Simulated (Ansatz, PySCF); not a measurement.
Molecule: CH3Te, net charge 0, doublet state. It need not be the lowest isomer of its formula. 
Coordinates optimised at B3LYP-D3(BJ)/def2-TZVP (Ansatz, a program for electronic structure):
```xyz
5

Te     0.2547     0.0887    -0.2003
C     -1.3803    -0.4786     1.0935
H     -1.0225    -1.1553     1.8637
H     -2.1075    -0.9922     0.4653
H     -1.8339     0.4091     1.5241
```
Charge 0, spin multiplicity 2.

Property: vertical electron affinity (to the singlet state of charge -1; a negative value means that the extra electron is unbound and the number depends on the basis; each state is the SCF solution reached for its spin), in eV. Cores are frozen in the correlated levels unless marked. UHF or UKS for open shells. Spin-orbit coupling is left out. Frozen are the shells of the preceding noble gas and the d and f shells that filled before the atom's block. Past Kr the def2 sets carry scalar-relativistic core potentials. Anions need diffuse functions: def2-D sets add few. CBS marks a two-point X^-3 extrapolation of the correlation energy; Hartree-Fock from the larger set. [CCSD(T)-MP2]/basis is that difference in the basis named.

| level | program | vertical electron affinity (eV) |
|---|---|---|
| SVWN5/def2-TZVPD | Ansatz | … |
| M06-2X/def2-TZVPD | PySCF | … |
| wB97M-V/def2-TZVPD | Ansatz | 1.83 |
| B2PLYP/def2-TZVPD | Ansatz | 1.83 |
| SCS-MP2/def2-SVPD | Ansatz | 1.69 |
| RI-MP2/CBS(def2-TZVPPD,def2-QZVPPD)+[CCSD(T)-MP2]/def2-TZVPPD | Ansatz | … |

Problem. Fill in the missing entries.

Solution. 
- SVWN5/def2-TZVPD, vertical electron affinity (eV): 2.09
- M06-2X/def2-TZVPD, vertical electron affinity (eV): 1.66
- RI-MP2/CBS(def2-TZVPPD,def2-QZVPPD)+[CCSD(T)-MP2]/def2-TZVPPD, vertical electron affinity (eV): 1.95
